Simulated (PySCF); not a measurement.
# Computed records: B₂H₂N

Calculation on a computer-drawn molecule: vertical ionisation energy to the stated ion spin, frozen-core CCSD(T) at the basis limit and cheaper methods, single-reference cases, UHF for radicals, no spin-orbit; all values are single points at the evaluated structure, the first of each entry, which is the reference or a displaced copy of it and isn't optimised; the reference structure only sets the zero of the energies above reference; triples share is (T) over the correlation energy. Program: PySCF 2.14.0.

Entry: B₂H₂N

Evaluated structure:
```xyz
5
B2H2N
B     -2.9388     0.7590    -1.5943
N     -2.0550     0.9117    -0.6738
B     -1.1712     1.0642     0.2466
H     -3.7422     0.6203    -2.4311
H     -0.3676     1.2031     1.0834
```

Reference structure:
```xyz
5
B2H2N
B     -2.9388     0.7590    -1.5943
N     -2.0550     0.9117    -0.6738
B     -1.1712     1.0642     0.2466
H     -3.7422     0.6203    -2.4311
H     -0.3676     1.2031     1.0834
```

- charge: 1
- multiplicity: 1
- ion multiplicity: 2
- diffuse functions: no
- basis: cc-pVnZ
- reference is: the Hartree-Fock double-zeta minimum
- best is: HF at quadruple zeta + MP2 correlation extrapolated from triple and quadruple zeta + CCSD(T) minus MP2 at triple zeta
- basis step is: the size of the change from the same recipe one zeta lower

Drawn bonds:
```
atom  other atom  order
   1           2      2
   2           3      1
   1           4      1
   3           5      1
```

To be estimated
1. Give the missing ionisation energy basis step for B₂H₂N.
2. Estimate the ion T1 diagnostic at triple zeta of B₂H₂N.
3. What ionisation energy EOM CCSD at triple zeta does the calculation give for B₂H₂N?

Answers
1. 0.02785 eV
2. 0.01058
3. 19.69 eV

Further results for B₂H₂N:

- ionisation energy best: 19.91 eV
- energy above reference best: 0 kcal/mol
- energy above reference basis step: 0 kcal/mol
- ionisation energy Koopmans at triple zeta: 20.01 eV
- total energy HF triple zeta: -104.7859 hartree
- total energy CCSD(T) triple zeta: -105.1594 hartree
- total energy best: -105.2081 hartree
- T1 diagnostic at triple zeta: 0.01367
- D1 diagnostic at triple zeta: 0.03129
- ion D1 diagnostic at triple zeta: 0.02607
- ion spin squared at triple zeta: 0.7558
- triples share at triple zeta: 0.04427
- basis functions triple zeta: 118

Triple zeta:
```
 method  ionisation energy (eV)  energy above reference (kcal/mol)
     HF                   17.93                                  0
    PBE                   20.06                                  0
 r2SCAN                   19.84                                  0
  B3LYP                    19.9                                  0
  wB97X                   19.69                                  0
    MP2                   19.95                                  0
   CCSD                   19.59                                  0
CCSD(T)                   19.79                                  0
```
